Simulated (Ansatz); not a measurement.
Consider the hydrogenolysis of the Al–O bond: `C[CH](C)[Al]([OH])[OH]` + H₂ → `C[CH](C)[AlH][OH]` + H₂O.

Gas-phase electronic energies from Ansatz, PBE0-D4/def2-TZVP geometries. CBS: MP2 limit from def2 TZ/QZ plus the TZ coupled-cluster correction, frozen cores. This one scheme is used for every species. DFT in def2-TZVPP. Each species was taken in one conformer, which may not be the lowest.

`C[CH](C)[Al]([OH])[OH]`:

Z-matrix (Å, degrees):
```
C
C 1 1.530
H 1 1.094 2 112.5
H 1 1.097 2 110.9 3 120.1
H 1 1.094 2 111.5 3 -120.6
C 2 1.531 1 110.4 3 -174.6
Al 2 1.955 1 112.0 3 60.8
H 2 1.097 1 108.5 3 -56.4
H 6 1.097 2 110.9 1 55.4
H 6 1.094 2 112.5 1 175.4
H 6 1.094 2 111.5 1 -63.6
O 7 1.699 2 119.7 1 -127.9
O 7 1.699 2 117.7 1 52.7
H 12 0.955 7 125.5 2 -179.0
H 13 0.954 7 125.9 2 179.1
```

H₂:

Z-matrix (Å, degrees):
```
H
H 1 0.746
```

`C[CH](C)[AlH][OH]`:

Z-matrix (Å, degrees):
```
C
C 1 1.529
H 1 1.096 2 111.3
H 1 1.095 2 111.5 3 -119.1
H 1 1.094 2 112.5 3 120.5
C 2 1.528 1 111.6 3 58.0
Al 2 1.961 1 112.2 3 -173.6
H 2 1.102 1 107.2 3 -59.6
H 6 1.095 2 111.4 1 61.4
H 6 1.097 2 111.2 1 -57.8
H 6 1.092 2 112.2 1 -178.7
O 7 1.701 2 117.4 1 -147.9
H 7 1.592 2 123.8 1 33.1
H 12 0.956 7 122.9 2 -178.5
```

H₂O:

Cartesian coordinates in Å:
```
O 0.097 0.374 -0.044
H -0.536 0.004 0.574
H 0.440 -0.379 -0.530
```

Question: Is it downhill or uphill in electronic energy at CCSD(T)/CBS, and by how much? (Estimate.)

Answer: Ansatz gave: Uphill: ΔE = +28.4 kcal/mol.

Question: What do these levels give: revPBE-D4, PBE-QIDH, PBE0, CCSD(T)/def2-SVP, MP2/def2-TZVPP, CCSD/def2-TZVPP? (Estimate.)

Answer: Computed: revPBE-D4 27.7, PBE-QIDH 27.8, PBE0 26.3, CCSD(T)/def2-SVP 27.4, MP2/def2-TZVPP 30.3, CCSD/def2-TZVPP 27.9 kcal/mol.

Largest T1 diagnostic among the species: 0.011.

From r2SCAN to r2SCAN0 (25 % exact exchange), in def2-TZVPP and without D4, ΔE moves by −1.0 kcal/mol. At CCSD(T), def2-SVP lies −1.0 kcal/mol from the extrapolated value and def2-TZVPP +0.1 kcal/mol.
